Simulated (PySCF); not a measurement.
## Structure elucidation problem

The spectra below were simulated for a compound C8H12Si.

¹H NMR (400 MHz, computed): δ 7.19 (t, 1H), 5.03 (m, 2H), 2.52 (t, 2H), 1.91 (m, 2H), 1.50 (m, 2H), 1.16 (t, 3H).

¹³C{¹H} NMR (computed): δ 164.4 (CH), 135.8 (C), 102.7 (C), 86.4 (C), 26.5 (CH2), 24.5 (CH2), 18.5 (CH2), 15.5 (CH3).

How the numbers were obtained: PBE0/pcSseg-1 with gauge-including orbitals, structure optimised with GFN2-xTB, in PySCF 2.14 (no solvent, fast rotation and ring inversion assumed for equivalent nuclei, a single conformation, no relativistic terms).

Shifts are taken against calculated references (same method and geometry level): TMS for ¹H (σ = 31.72 ppm) and ¹³C (σ = 186.93 ppm).

Choose the structure that fits.
A. C#C[C@](C)(C#CC)[SiH2]C
B. C=C[Si](C=C)(C=C)C=C
C. C[Si@@H]1C=CC=C1C1CC1
D. CCCC#CC1=CC[SiH2]1
E. C=C(C)[C@]1(C#CC)C[SiH2]1

Results:

D. 

1. The formula gives 4 degrees of unsaturation (1 ring in the answer).
2. 8 carbon signals for 8 carbons: no two carbons are equivalent.
3. Carbon types of the structure: 3 × C, 1 × CH, 3 × CH2, 1 × CH3, leaving 2 H on heteroatoms.
4. δC 164.4: alkene CH; the olefinic region.
5. δC 135.8: fully substituted alkene carbon; the olefinic region.
6. δC 102.7, 86.4: alkyne carbon; the triple bond shields along its axis, which puts it between sp3 and sp2 carbons.
7. δC 26.5: sp3 CH2; aliphatic region, no heteroatom directly attached.
8. δC 24.5: propargylic sp3 CH2; aliphatic region, no heteroatom directly attached.

The others: C=C[Si](C=C)(C=C)C=C would give 2 carbon signals, not 8; C[Si@@H]1C=CC=C1C1CC1 would give 10 signals for carbon-bound and other non-exchanging H, not 6; C#C[C@](C)(C#CC)[SiH2]C has carbons computed at 91.4, 86.9, 84.9, 75.9, 28.0, 15.0, 5.0, -8.0, with a different DEPT pattern; C=C(C)[C@]1(C#CC)C[SiH2]1 would give 8 signals for carbon-bound and other non-exchanging H, not 6.

Shifts are as computed. Against solution values, carbons near 30 ppm lie about +3 ppm off and those near 130 ppm about +5 ppm. Of 1309 compounds with measured shifts, 239 miss one by over three times the rms of a fit or turn the order of signals round; such compounds aren't used in these exercises. Multiplicities follow the n + 1 count of equivalent neighbours, as no J values were calculated; m marks all less simple cases, F and P coupling included.
